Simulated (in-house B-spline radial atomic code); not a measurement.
## Solving the quasi-particle equation for 4s of the germanium ion Ge²⁺

Configuration [Ar] 3d10 4s2, start PBE; correlation leaves out the deepest shell. Computed with an all-electron radial atomic-structure program (B-spline basis): all electrons, scalar-relativistic (spin-free one-electron X2C), finite nucleus, each spin shell either full or empty, empty states to l = 9 with an (l + 1/2)⁻⁴ tail; G0W0 by contour deformation at full frequency.

At the mean-field level ε = -29.239 eV the matrix elements are Σx = -16.943 eV, v_xc = -13.579 eV and Σc(ε) = -2.25 eV, and the slope of the correlation self-energy is dΣc/dω = -0.0708. The quasi-particle energy solves E = ε + Σx − v_xc + Σc(E).

Question: What does the linearised equation give?

Answer: Z = 1/(1 − dΣc/dω) = 1/1.0708 = 0.9339. The first-order shift is Σx − v_xc + Σc(ε) = -16.943 − (-13.579) + (-2.25) = -5.614 eV, so E ≈ ε + Z × shift = -29.239 + 0.9339 × (-5.614) = -34.482 eV.

Question: How does that compare with the full solution and with static screening?

Answer: Solving the equation at full frequency dependence gives E = -34.505 eV, where Σc = -1.901 eV and the weight is 0.939; the linearised value is off by 23 meV. Leaving Z out would give -34.853 eV. Static COHSEX puts -4.092 eV in place of Σc and gives -36.695 eV, 2.19 eV deeper. The tabulated removal energy is 34.058 ± 0.0012 eV (NIST, measured); the run leaves out spin-orbit coupling, Breit and QED terms.
